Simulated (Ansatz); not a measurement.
`F[SiH2]S[SiH](F)F` + H₂O → `O[SiH2]S[SiH](F)F` + H–F  (formal hydrolysis of the Si–F bond)

Computed with Ansatz on PBE0-D4/def2-TZVP structures; ΔE is electronic, products minus reactants. CCSD(T)/CBS is the MP2 limit (def2-TZVPP, def2-QZVPP) plus CCSD(T) − MP2 in def2-TZVPP, frozen cores. This one scheme is used for every species. Functionals use def2-TZVPP. B3LYP here is the variant with VWN-RPA as its local correlation; programs differ in this. One conformer a species, not always the lowest.

`F[SiH2]S[SiH](F)F`:

Cartesian coordinates in Å:
```
F 1.395 -0.744 1.986
Si 1.494 0.029 0.598
S 0.445 -1.039 -0.924
Si -1.441 -0.125 -0.716
F -1.420 1.358 -1.272
F -1.845 -0.011 0.812
H 0.916 1.377 0.776
H 2.912 0.049 0.187
H -2.457 -0.895 -1.447
```

H₂O:

```xyz
3

O    -0.019   -0.133    0.365
H     0.413   -0.547   -0.385
H    -0.394    0.680    0.020
```

`O[SiH2]S[SiH](F)F`:

```xyz
10

O     1.311    0.580    1.670
Si    1.323   -0.420    0.374
S    -0.572   -1.378    0.044
Si   -1.534    0.248   -0.884
F    -1.343    0.191   -2.456
F    -3.088    0.109   -0.614
H     1.033    0.225    2.517
H     1.677    0.438   -0.775
H     2.259   -1.556    0.541
H    -1.065    1.562   -0.416
```

H–F:

Cartesian coordinates in Å:
```
F 0.342 -0.279 -0.129
H -0.342 0.279 0.129
```

| level | ΔE (kJ/mol) | difference from CCSD(T)/CBS |
| --- | --- | --- |
| PBE-D4 | 35.7 | -1.9 |
| r2SCAN-D4 | 39.2 | 1.6 |
| PBE0-D4 | 35.0 | -2.6 |
| B3LYP-D4 | 39.2 | 1.6 |
| ωB97X-V | 39.4 | 1.8 |
| ωB97M-V | 38.8 | 1.2 |
| B2PLYP | 39.6 | 2.0 |
| PBE | 37.3 | -0.3 |
| r2SCAN | 39.7 | 2.1 |
| PBE0 | 36.5 | -1.1 |
| B3LYP | 41.8 | 4.2 |
| HF/def2-TZVPP | 44.2 | 6.6 |
| MP2/def2-TZVPP | 34.4 | -3.2 |
| SCS-MP2/def2-TZVPP | 37.3 | -0.3 |
| CCSD/def2-TZVPP | 37.7 | 0.1 |
| CCSD(T)/def2-TZVPP | 36.4 | -1.2 |
| HF/def2-QZVPP | 45.6 | 8.0 |
| MP2/def2-QZVPP | 35.6 | -2.0 |
| SCS-MP2/def2-QZVPP | 38.4 | 0.8 |
| HF/CBS(def2) | 45.8 | 8.2 |
| MP2/CBS(def2) | 35.6 | -2.0 |
| CCSD/CBS(def2) | 38.9 | 1.3 |
| CCSD(T)/CBS | 37.6 | 0 |

Largest T1 diagnostic among the species: 0.012.

In def2-TZVPP, CCSD(T) changes the Hartree–Fock value by −7.8 kJ/mol (the triples alone add −1.3 kJ/mol) and MP2 by −9.8 kJ/mol.

CCSD(T)/CBS has its own doubt, a few kJ/mol and more with outer-core shells, so smaller differences from it don't rank the levels.
